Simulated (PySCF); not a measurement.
Stepwise substitution at one centre (In NH2-H). All species are isolated molecules in the gas phase. One relaxed conformer stands for each flexible species; it need not be the lowest. Strings in code marks are SMILES.

These are CAM-B3LYP-D3(BJ)/def2-TZVP (PySCF 2.14.0) values and carry that method's errors. All candidates: neutral, multiplicity 1. Delta-SCF ions had no search for a lower state. 

HOMO: -8.10 eV
HOMO–LUMO gap: 8.40 eV
vertical ionisation energy (Delta-SCF): 8.93 eV

Question: Say which member has these values.
A) `[NH2][InH2]`
B) `[NH2][In]([NH2])[NH2]`
C) `[InH3]`

Answer: B, `[NH2][In]([NH2])[NH2]`. The others give `[InH3]`: -9.55 eV, 8.43 eV, 10.71 eV; `[NH2][InH2]`: -8.36 eV, 8.06 eV, 9.23 eV
